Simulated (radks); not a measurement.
Numerical settings for the thulium ion Tm64+, [He] 2s2 2p1. All-electron calculation, non-relativistic Kohn-Sham, r2SCAN, spin-polarised, spherical densities, point nucleus; open shells are filled with parallel spins first (spin-orbit coupling, left out, can overturn this in heavy ions); meta-GGA in the generalised Kohn-Sham scheme; relativity is left out, which matters for an element this heavy. Program: a radial shooting solver on a logarithmic mesh with Libxc functionals. The defaults (mesh step 0.008 in ln r, mesh end at 40 bohr or more with all orbitals vanishing there, Anderson mixing 0.5 over 9 steps, residual threshold near 1e-9 with the energy settled to 1e-9 hartree or 1e-11 of itself, here a cap of 74 iterations) give E = -6386.376 hartree and 2p at -14637.1 eV in 7 iterations. Run on one thread of a shared host, so times are rough (Arm Neoverse N1): 0.06 s of CPU time, 0.06 s wall, 7 iterations on 2476 mesh points. Changes against that run (0 stands for a change within the tolerance of the run):

setting	iterations	converged	E (mhartree)	e(2p) (meV)	CPU (s)
mesh step in ln r 0.02	7	yes	+0.0105	+0.00975	0.03
mesh step in ln r 0.12	74	no	diverged	-	0.23
mesh step in ln r 0.08	11	yes	-55.7	-3.12	0.03
mesh end (bohr) 2	7	yes	0	0	0.06
mesh end (bohr) 12	7	yes	0	0	0.06
residual threshold 0.01	6	yes	0	+5.79	0.06
residual threshold 1e-13	74	no	0	+0.0371	0.45
mixing 1.5	7	yes	0	+0.0238	0.06
linear mixing, mixing 0.8	12	yes	0	-0.0328	0.09
linear mixing, mixing 0.05	74	no	+0.695	-2.46e+04	0.48
mixing history 2	10	yes	0	+0.052	0.08
iteration cap 5	5	no	0	+5.79	0.04

Settings that end as converged yet miss the energy by more than 1 mhartree: mesh step in ln r 0.08 (-0.0557 hartree). A mesh that ends early acts as a hard wall.
